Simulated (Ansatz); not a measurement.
HKO (SMILES [OH][K]) moved off its minimum; all values from Ansatz (a first-principles code), cores frozen in correlated methods.
(charge 0, multiplicity 1)
```xyz
3

K      0.00167     0.03032    -0.79936
O     -0.11345    -0.03405     1.54614
H     -0.00951    -0.06808     2.52910
```

Give the forces (eV/Å), the total energy and the dipole at CCSD(T)/def2-TZVPPD.


```csv
atom,Fx,Fy,Fz
K1,-0.036,-0.009,0.368
O2,0.243,-0.047,1.191
H3,-0.207,0.056,-1.559
```
Energy -674.9239 hartree, dipole 8.43 D.
